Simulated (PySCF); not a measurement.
## Atomic charges by several schemes

C₅H₁₃FSi₃.
Cartesian coordinates in Å at the GFN2-xTB level; atoms count from 1:
```xyz
22
C5H13FSi3 angstrom
C      0.1520    2.7332    2.1733
C      0.2202    1.9054    1.3039
Si     0.3414    0.6230   -0.0420
C      1.4709    1.3267   -1.4034
C      1.0581   -0.9802    0.6921
Si     1.2794   -2.4229   -0.5227
C     -1.4226    0.3597   -0.7332
Si    -2.6916   -0.2475    0.5254
F     -2.1918   -1.6765    1.0888
H      0.0906    3.4588    2.9336
H      1.5083    0.6696   -2.2666
H      1.1250    2.2986   -1.7410
H      2.4857    1.4505   -1.0395
H      2.0211   -0.7558    1.1509
H      0.4069   -1.3092    1.5005
H      0.0000   -2.7874   -1.1354
H      2.2186   -2.0351   -1.5837
H      1.8301   -3.5850    0.1820
H     -1.7737    1.2973   -1.1623
H     -1.3693   -0.3522   -1.5575
H     -3.9888   -0.5479   -0.0720
H     -2.7811    0.5964    1.7079
```

Density: PBE0/pcSseg-1 (PySCF); schemes: Mulliken, IAO, Hirshfeld and ESP-fitted. Isolated species at its GFN2-xTB geometry (one conformer only).

Task: Which atoms carry the highest charge in the Mulliken, IAO, Hirshfeld and ESP-fitted schemes?

Result: The schemes don't all agree: Mulliken Si3 (+1.027); IAO Si8 (+1.090); Hirshfeld Si8 (+0.424); ESP-fitted Si3 (+0.981).

Task: Do the Mulliken, IAO, Hirshfeld and ESP-fitted schemes agree on where the charge is lowest?

Result: The schemes don't all agree: Mulliken C7 (-0.880); IAO C7 (-0.856); Hirshfeld C7 (-0.251); ESP-fitted C4 (-0.748).

Task: Tabulate the Mulliken, IAO, Hirshfeld and ESP-fitted charges.

Result: In e:

```tsv
atom	environment	Mulliken	IAO	Hirshfeld	ESP-fitted
C1	terminal alkyne carbon	-0.248	-0.199	-0.091	-0.208
C2	alkyne carbon	-0.158	-0.327	-0.154	-0.432
Si3	four-coordinate silicon	+1.027	+1.069	+0.415	+0.981
C4	Si-methyl carbon	-0.606	-0.715	-0.213	-0.748
C5	sp3 carbon bound to silicon	-0.846	-0.825	-0.246	-0.507
Si6	SiH3 silicon	+0.480	+0.605	+0.313	+0.394
C7	sp3 carbon bound to silicon	-0.880	-0.856	-0.251	-0.612
Si8	fluorine-bound silicon	+0.942	+1.090	+0.424	+0.709
F9	silicon-bound fluorine	-0.443	-0.548	-0.202	-0.328
H10	alkyne hydrogen	+0.058	+0.201	+0.096	+0.266
H11	methyl hydrogen	+0.141	+0.155	+0.041	+0.157
H12	methyl hydrogen	+0.142	+0.160	+0.044	+0.181
H13	methyl hydrogen	+0.143	+0.160	+0.044	+0.183
H14	methylene hydrogen	+0.173	+0.167	+0.045	+0.130
H15	methylene hydrogen	+0.189	+0.175	+0.040	+0.128
H16	Si–H hydrogen	-0.077	-0.121	-0.077	-0.098
H17	Si–H hydrogen	-0.084	-0.127	-0.082	-0.117
H18	Si–H hydrogen	-0.077	-0.113	-0.077	-0.098
H19	methylene hydrogen	+0.173	+0.171	+0.047	+0.147
H20	methylene hydrogen	+0.179	+0.166	+0.044	+0.135
H21	Si–H hydrogen	-0.119	-0.145	-0.080	-0.139
H22	Si–H hydrogen	-0.108	-0.143	-0.078	-0.127
```

Mean size of the charges over all atoms: IAO 0.374 e, Mulliken 0.332 e, ESP-fitted 0.310 e, Hirshfeld 0.141 e. Each set sums to the total charge, 0, to within 0.001 e. The ESP scheme fits charges at the nuclei, held to the total charge, to the electrostatic potential on points at 1.4 to 2.0 times the van der Waals radii.

Task: How many electrons does the ESP-fitted scheme count on C1?

Result: Z − q = 6 − (-0.208) = 6.208.

Task: Sum the charges by element, for elements with more than one atom.

Result: 
| element | atoms | Mulliken | IAO | Hirshfeld | ESP-fitted |
| --- | --- | --- | --- | --- | --- |
| C | 5 | -2.739 | -2.921 | -0.956 | -2.506 |
| Si | 3 | +2.450 | +2.764 | +1.151 | +2.084 |
| H | 13 | +0.733 | +0.704 | +0.007 | +0.750 |

Task: How closely do the schemes follow one another over all atoms?

Result: Correlation coefficient and root-mean-square difference: Mulliken with IAO 0.99, 0.075 e; IAO with Hirshfeld 0.98, 0.316 e; IAO with ESP-fitted 0.97, 0.140 e; Hirshfeld with ESP-fitted 0.96, 0.226 e; Mulliken with Hirshfeld 0.96, 0.284 e; Mulliken with ESP-fitted 0.96, 0.138 e.

The run behind these numbers computed NMR shieldings as well. Time: 2.2 min (with the writing of density and orbital grids); peak memory 1.2 GiB. Hardware: an Arm Neoverse N1 with one thread, no GPU, shared host with 64 logical CPUs at a one-minute load of 57.
